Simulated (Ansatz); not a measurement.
The geometry has Oh symmetry (within 0.05 Å) and had no frequency check at the DFT level, so a distortion to lower symmetry isn't ruled out.

Species: [4]prismane cage Si8H8 `[SiH]12[SiH]3[SiH]4[SiH]1[SiH]1[SiH]2[SiH]3[SiH]41` (charge 0, multiplicity 1).

Method: B3LYP-D3(BJ)/def2-SVP run with Ansatz (a program for electronic structure). No frequencies were computed at this level.

Ansatz 0.2 input:
```yaml
crystal:
  periodic: [false, false, false]
  atoms:
    - { symbol: Si, position_ang: [0.002192, 1.687539, 1.196991] }
    - { symbol: Si, position_ang: [1.68988, -0.003348, 1.193698] }
    - { symbol: Si, position_ang: [-0.001169, -1.690953, 1.192114] }
    - { symbol: Si, position_ang: [-1.688867, -0.000058, 1.19538] }
    - { symbol: Si, position_ang: [-1.689847, 0.003335, -1.193664] }
    - { symbol: Si, position_ang: [0.001105, 1.690939, -1.192123] }
    - { symbol: Si, position_ang: [1.688879, 0.000045, -1.195352] }
    - { symbol: Si, position_ang: [-0.002175, -1.687592, -1.19698] }
    - { symbol: H, position_ang: [0.003818, 2.888249, 2.048488] }
    - { symbol: H, position_ang: [2.892116, -0.005816, 2.043039] }
    - { symbol: H, position_ang: [-0.001927, -2.894082, 2.040198] }
    - { symbol: H, position_ang: [-2.890321, -0.000053, 2.045813] }
    - { symbol: H, position_ang: [-2.892096, 0.005681, -2.042992] }
    - { symbol: H, position_ang: [0.001869, 2.894059, -2.040217] }
    - { symbol: H, position_ang: [2.89034, 0.000126, -2.045774] }
    - { symbol: H, position_ang: [-0.003698, -2.888271, -2.048519] }
basis:
  gaussian: { orbitals: def2-svp }
hamiltonian:
  xc: b3lyp
  dispersion: d3bj
relax:
  max_steps: 150
  f_tol: 0.02
scf:
  lower_state_search: light
```

Output:

```
Functional definition: B3LYP
1852 factors; integrals over basis functions are off by at most 2.5e-4 eV
mean field evaluation 1: about -63133.2458 eV, gradient 1.6e1 eV
mean field evaluation 2: about -63133.3391 eV, gradient 1.7e1 eV
mean field evaluation 4: about -63134.4034 eV, gradient 2.1e-1 eV
mean field evaluation 8: about -63134.3967 eV, gradient 6.2e-3 eV
mean field -63134.39669330 eV, -2320.1462844478 hartree, gradient 4.4e-5 eV, S^2 0.000000; 0 other end points of the search recorded, 0 dependent functions left out
reference -63134.39706242 eV, -2320.1462980125 hartree; 60, 60 occupied and 124, 124 virtual orbitals, 1852 factors
relax step   1: F+E_penalty+E_count = -63136.24223670 eV  Δ(F+E_penalty+E_count) = +0.000e0 eV  max|allowed force component| = 3.190e-1 eV/Å  Δτ_max = 0.0000 Å  (24 SCF iters, accepted)
these checks for a lower state are left out or cut short: starts, cluster_reference, orbital_swaps, neighbouring_geometries, increment
1852 factors; integrals over basis functions are off by at most 2.6e-4 eV
mean field evaluation 16: about -63134.4433 eV, gradient 4.8e-2 eV
mean field -63134.44329559 eV, -2320.1479970504 hartree, gradient 8.4e-5 eV, S^2 0.000000; 0 other end points of the search recorded, 0 dependent functions left out
reference -63134.44366533 eV, -2320.1480106379 hartree; 60, 60 occupied and 124, 124 virtual orbitals, 1852 factors
relax step   2: F+E_penalty+E_count = -63136.27940136 eV  Δ(F+E_penalty+E_count) = -3.716e-2 eV  max|allowed force component| = 9.258e-2 eV/Å  Δτ_max = 0.0244 Å  (25 SCF iters, accepted)
these checks for a lower state are left out or cut short: starts, cluster_reference, orbital_swaps, neighbouring_geometries, increment
1852 factors; integrals over basis functions are off by at most 2.6e-4 eV
mean field -63134.44791407 eV, -2320.1481667764 hartree, gradient 8.0e-5 eV, S^2 0.000000; 0 other end points of the search recorded, 0 dependent functions left out
reference -63134.44828409 eV, -2320.1481803743 hartree; 60, 60 occupied and 124, 124 virtual orbitals, 1852 factors
relax step   3: F+E_penalty+E_count = -63136.28235660 eV  Δ(F+E_penalty+E_count) = -2.955e-3 eV  max|allowed force component| = 2.416e-3 eV/Å  Δτ_max = 0.0078 Å  (25 SCF iters, accepted)
1852 factors; integrals over basis functions are off by at most 2.6e-4 eV
mean field evaluation 32: about -63134.4479 eV, gradient 1.9e-2 eV
mean field -63134.44791407 eV, -2320.1481667764 hartree, gradient 8.0e-5 eV, S^2 0.000000; 1 other end points of the search recorded, 0 dependent functions left out
reference -63134.44828409 eV, -2320.1481803743 hartree; 60, 60 occupied and 124, 124 virtual orbitals, 1852 factors
Total energy: -63136.28272662 eV, -2320.2155948937 hartree
Atom 0 at     0.002052     1.695589     1.202768 Å, force     0.000311     0.000512     0.000094 eV/Å
Atom 1 at     1.698057    -0.003335     1.199302 Å, force    -0.000192    -0.000096     0.000238 eV/Å
Atom 2 at    -0.001271    -1.698935     1.197763 Å, force     0.000325    -0.001223     0.000723 eV/Å
Atom 3 at    -1.697288    -0.000014     1.201357 Å, force     0.002416    -0.000098    -0.001712 eV/Å
Atom 4 at    -1.697964     0.003310    -1.199227 Å, force    -0.000645     0.000091    -0.000880 eV/Å
Atom 5 at     0.001277     1.698994    -1.197809 Å, force    -0.000254     0.000390    -0.000148 eV/Å
Atom 6 at     1.697214    -0.000009    -1.201286 Å, force    -0.001638     0.000084     0.001177 eV/Å
Atom 7 at    -0.002044    -1.695698    -1.202815 Å, force    -0.000266     0.000331     0.000493 eV/Å
Atom 8 at     0.003560     2.913678     2.066784 Å, force     0.000404     0.001408     0.000628 eV/Å
Atom 9 at     2.917879    -0.005734     2.060869 Å, force     0.000929    -0.000132     0.001235 eV/Å
Atom 10 at    -0.002143    -2.919505     2.058268 Å, force     0.000394    -0.001440     0.000828 eV/Å
Atom 11 at    -2.916258    -0.000028     2.064142 Å, force    -0.000842    -0.000127     0.000585 eV/Å
Atom 12 at    -2.917780     0.005706    -2.060800 Å, force    -0.001038     0.000135    -0.001293 eV/Å
Atom 13 at     0.002171     2.919567    -2.058314 Å, force    -0.000424     0.001342    -0.000756 eV/Å
Atom 14 at     2.916183     0.000001    -2.064071 Å, force     0.000939     0.000133    -0.000657 eV/Å
Atom 15 at    -0.003545    -2.913787    -2.066834 Å, force    -0.000418    -0.001311    -0.000554 eV/Å
Dipole moment:    -0.000005     0.000001     0.000001 e Å
```

Cost: around 90 core-seconds (rough).
